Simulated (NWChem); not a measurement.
System: SiSbH$_{5}$; SMILES [SiH3][SbH2]

NWChem input:

```
start job
memory heap 200 mb stack 900 mb global 1100 mb
geometry units angstroms noautoz
  Sb     0.018032     0.662717     0.021061
  H     -1.224650     0.669991     1.204957
  H     -1.138328     0.685781    -1.247152
  Si     0.033489    -1.922240     0.005260
  H      0.810555    -2.391379    -1.182681
  H     -1.339299    -2.508616    -0.049527
  H      0.720347    -2.406563     1.241678
end
basis spherical
  * library def2-tzvp
end
ecp
  Sb library def2-ecp
end
dft
  xc m06-2x
  iterations 150
  mulliken
end
task dft energy
```

NWChem printed, in part:

```
             Northwest Computational Chemistry Package (NWChem) 7.3.0
             --------------------------------------------------------

 C1  symmetry detected

                             Geometry "geometry" -> ""
                             -------------------------

 Output coordinates in angstroms (scale by  1.889725989 to convert to a.u.)

  No.       Tag          Charge          X              Y              Z
 ---- ---------------- ---------- -------------- -------------- --------------
    1 Sb                  51.0000     0.00002962    -0.64886926     0.03860658
    2 H                    1.0000     1.22590354    -0.68095335    -1.16227848
    3 H                    1.0000    -1.22777443    -0.68124494    -1.16035699
    4 Si                  14.0000     0.00000544     1.93608984     0.01674950
    5 H                    1.0000    -1.21098172     2.42328824     0.74563536
    6 H                    1.0000    -0.00382714     2.50290552    -1.36531078
    7 H                    1.0000     1.21509309     2.42307911     0.73888218

 Effective nuclear repulsion energy (a.u.)     222.7412545766

                                 NWChem DFT Module
                                 -----------------

 Summary of "ao basis" -> "ao basis" (spherical)
 ------------------------------------------------------------------------------
       Tag                 Description            Shells   Functions and Types
 ---------------- ------------------------------  ------  ---------------------
 Sb                        def2-tzvp                16       50   6s5p3d2f
 H                         def2-tzvp                 4        6   3s1p
 Si                        def2-tzvp                13       37   5s5p2d1f

            General Information
            -------------------
          SCF calculation type: DFT
          Wavefunction type:  closed shell.
          No. of atoms     :     7
          No. of electrons :    42
           Alpha electrons :    21
            Beta electrons :    21
          Charge           :     0
          Spin multiplicity:     1
          Use of symmetry is: off; symmetry adaption is: off
          Maximum number of iterations: 150
          AO basis - number of functions:   117
                     number of shells:    49
          Convergence on energy requested:  1.00D-06
          Convergence on density requested:  1.00D-05
          Convergence on gradient requested:  5.00D-04

              XC Information
              --------------
                       M06-2X Method XC Functional
                     Hartree-Fock (Exact) Exchange  0.540
                        M06-2X Exchange Functional  1.000
                      M06-2X Correlation Potential  1.000

             Grid Information
             ----------------
          Grid used for XC integration:  medium
          Radial quadrature: Mura-Knowles
          Angular quadrature: Lebedev.
          Tag              B.-S. Rad. Rad. Pts. Rad. Cut. Ang. Pts.
          ---              ---------- --------- --------- ---------
          Sb                  1.45      123          11.0       590
          H                   0.35       45          12.0       434
          Si                  1.10       88          11.0       590
          Grid pruning is: on
          Number of quadrature shells:   436
          Spatial weights used:  Erf1

      Superposition of Atomic Density Guess
      -------------------------------------

 Sum of atomic energies:        -568.96810503

      Non-variational initial energy
      ------------------------------

 Total energy =    -530.930965
 1-e energy   =   -1045.833313
 2-e energy   =     402.740979
 HOMO         =      -0.271471
 LUMO         =       0.023786

     ---------------------------------------------
      Total Density - Mulliken Population Analysis
     ---------------------------------------------

    Atom       Charge   Shell Charges
 -----------   ------   -------------------------------------------------------
    1 Sb  23    23.00   0.16 -0.66  1.56  0.93  1.02  0.77 -0.47  6.43  0.90  1.66  0.59  9.02  0.97  0.10  0.01  0.00
    2 H    1     0.99   0.20  0.52  0.27  0.01
    3 H    1     0.99   0.20  0.52  0.27  0.01
    4 Si  14    13.88   2.00  0.59  1.39  0.89  0.51  4.11  1.73  0.50  1.41  0.59  0.06  0.08  0.01
    5 H    1     1.04   0.23  0.54  0.27  0.01
    6 H    1     1.04   0.22  0.54  0.26  0.01
    7 H    1     1.04   0.23  0.54  0.27  0.01

   convergence    iter        energy       DeltaE   RMS-Dens  Diis-err
 ---------------- ----- ----------------- --------- --------- ---------
 d= 0,ls=0.0,diis     1   -532.6013947794 -6.45D+02  3.16D-03  2.56D-01
 d= 0,ls=0.0,diis     2   -532.6185271097 -1.71D-02  1.32D-03  1.53D-02
 d= 0,ls=0.0,diis     3   -532.6186007189 -7.36D-05  4.72D-04  8.35D-03
 d= 0,ls=0.0,diis     4   -532.6195867687 -9.86D-04  1.89D-04  1.09D-04
 d= 0,ls=0.0,diis     5   -532.6196128549 -2.61D-05  6.08D-05  1.77D-05
  Resetting Diis
 d= 0,ls=0.0,diis     6   -532.6196154523 -2.60D-06  9.23D-06  9.70D-07
 d= 0,ls=0.0,diis     7   -532.6196156000 -1.48D-07  5.00D-06  6.41D-08

         Total DFT energy =     -532.619615600025
      One electron energy =    -1047.665605811987
           Coulomb energy =      444.891380108183
    Exchange-Corr. energy =      -42.006759191265
 Nuclear repulsion energy =      112.161369295044

 Numeric. integr. density =       42.000060608410

                       DFT Final Molecular Orbital Analysis
                       ------------------------------------

 Vector   19  Occ=2.000000D+00  E=-3.850053D-01
              MO Center=  5.1D-04,  1.0D-01, -4.2D-01, r^2= 4.5D+00
   Bfn.  Coefficient  Atom+Function         Bfn.  Coefficient  Atom+Function
  ----- ------------  ---------------      ----- ------------  ---------------
    16      0.261000  1 Sb px                10     -0.232762  1 Sb px
    13      0.193428  1 Sb px                52      0.191924  2 H  s
    58     -0.191903  3 H  s                 77     -0.155632  4 Si px
    53      0.129644  2 H  s                 59     -0.129631  3 H  s
    51      0.119157  2 H  s                 57     -0.119144  3 H  s

 Vector   20  Occ=2.000000D+00  E=-3.472134D-01
              MO Center= -2.6D-04,  1.2D-01, -7.6D-02, r^2= 3.7D+00
   Bfn.  Coefficient  Atom+Function         Bfn.  Coefficient  Atom+Function
  ----- ------------  ---------------      ----- ------------  ---------------
    18      0.283465  1 Sb pz                12     -0.242103  1 Sb pz
    15      0.204361  1 Sb pz                 6      0.197824  1 Sb s
    78     -0.191424  4 Si py                 5      0.187040  1 Sb s
    17      0.163964  1 Sb py                52     -0.150158  2 H  s
    58     -0.150182  3 H  s                 11     -0.133728  1 Sb py

 Vector   21  Occ=2.000000D+00  E=-3.020136D-01
              MO Center=  4.6D-05, -2.0D-01,  7.7D-02, r^2= 3.8D+00
   Bfn.  Coefficient  Atom+Function         Bfn.  Coefficient  Atom+Function
  ----- ------------  ---------------      ----- ------------  ---------------
    17      0.338281  1 Sb py                 6     -0.263237  1 Sb s
     5     -0.261792  1 Sb s                 11     -0.261691  1 Sb py
    78     -0.235872  4 Si py                18     -0.220946  1 Sb pz
    14      0.217615  1 Sb py                12      0.172455  1 Sb pz
     3      0.169831  1 Sb s                  2     -0.153916  1 Sb s

 Vector   22  Occ=0.000000D+00  E= 7.169884D-03
              MO Center= -7.5D-05, -8.5D-04, -4.7D-02, r^2= 7.4D+00
   Bfn.  Coefficient  Atom+Function         Bfn.  Coefficient  Atom+Function
  ----- ------------  ---------------      ----- ------------  ---------------
    67      1.125401  4 Si s                 20     -0.900647  1 Sb py
    81     -0.739424  4 Si py                 6     -0.434747  1 Sb s
    17     -0.397760  1 Sb py                21     -0.360394  1 Sb pz
    53     -0.323003  2 H  s                 59     -0.324105  3 H  s
    78     -0.267358  4 Si py               108     -0.252542  6 H  s

 Vector   23  Occ=0.000000D+00  E= 1.825073D-02
              MO Center= -1.1D-04, -5.1D-01,  1.5D-01, r^2= 5.0D+00
   Bfn.  Coefficient  Atom+Function         Bfn.  Coefficient  Atom+Function
  ----- ------------  ---------------      ----- ------------  ---------------
    19      0.959830  1 Sb px                53     -0.798657  2 H  s
    59      0.798751  3 H  s                 16      0.383095  1 Sb px
    10     -0.202170  1 Sb px                13      0.160402  1 Sb px
    25      0.134445  1 Sb d  1              52     -0.133718  2 H  s
    58      0.133776  3 H  s                 51     -0.091587  2 H  s

 Vector   24  Occ=0.000000D+00  E= 4.031344D-02
              MO Center= -1.5D-04,  3.9D-01,  1.3D-01, r^2= 7.7D+00
   Bfn.  Coefficient  Atom+Function         Bfn.  Coefficient  Atom+Function
  ----- ------------  ---------------      ----- ------------  ---------------
     6      1.680871  1 Sb s                 81      1.032764  4 Si py
    53     -0.861514  2 H  s                 59     -0.860043  3 H  s
    21     -0.693903  1 Sb pz               108     -0.642913  6 H  s
    20      0.452127  1 Sb py                18     -0.267804  1 Sb pz
    17      0.256279  1 Sb py                 3     -0.250145  1 Sb s

     ---------------------------------------------
      Total Density - Mulliken Population Analysis
     ---------------------------------------------

    Atom       Charge   Shell Charges
 -----------   ------   -------------------------------------------------------
    1 Sb  23    23.04   0.16 -0.66  1.58  0.93  1.02  0.78 -0.47  6.42  0.93  1.77  0.42  9.01  0.99  0.14  0.02  0.00
    2 H    1     1.00   0.23  0.52  0.24  0.01
    3 H    1     1.00   0.23  0.52  0.24  0.01
    4 Si  14    13.93   2.00  0.56  1.40  0.90  0.46  4.14  1.69  0.59  1.53  0.44  0.09  0.12  0.01
    5 H    1     1.01   0.24  0.53  0.23  0.01
    6 H    1     1.01   0.24  0.53  0.23  0.01
    7 H    1     1.01   0.24  0.53  0.23  0.01

     -------------------------------------------
      Total Density - Lowdin Population Analysis
     -------------------------------------------

    Atom       Charge   Shell Charges
 -----------   ------   -------------------------------------------------------
    1 Sb  23    22.88   0.00  0.01  0.89  1.05  0.79  0.66  0.07  5.48  1.28  1.59  0.80  8.41  1.54  0.28  0.04  0.00
    2 H    1     1.03   0.23  0.46  0.31  0.03
    3 H    1     1.03   0.23  0.46  0.31  0.03
    4 Si  14    13.95   2.00  0.83  1.10  0.59  0.38  3.86  1.87  0.71  1.33  0.83  0.08  0.32  0.04
    5 H    1     1.04   0.24  0.47  0.30  0.02
    6 H    1     1.04   0.24  0.47  0.30  0.03
    7 H    1     1.04   0.24  0.47  0.30  0.02

     Multipole analysis of the density
     ---------------------------------

     L   x y z        total         alpha         beta         nuclear
     -   - - -        -----         -----         ----         -------
     0   0 0 0     -0.000000    -21.000000    -21.000000     42.000000

     1   1 0 0      0.000001      0.000784      0.000784     -0.001567
     1   0 1 0     -0.002529    -17.167856    -17.167856     34.333183
     1   0 0 1      0.073288      1.058026      1.058026     -2.042764

     2   2 0 0    -31.783879    -26.521591    -26.521591     21.259303
     2   1 1 0      0.000373     -0.002433     -0.002433      0.005240
     2   1 0 1     -0.000842     -0.000293     -0.000293     -0.000257
     2   0 2 0    -32.765504   -161.185662   -161.185662    289.605820
     2   0 1 1      0.349873     -2.752971     -2.752971      5.855814
     2   0 0 2    -32.881393    -26.620945    -26.620945     20.360496
```

Level: M06-2X/def2-TZVP with def2 effective core potentials on Sb. All runs use the structure optimised with PBE0/def2-SVP. def2 effective core potentials on Sb; no spin-orbit coupling.
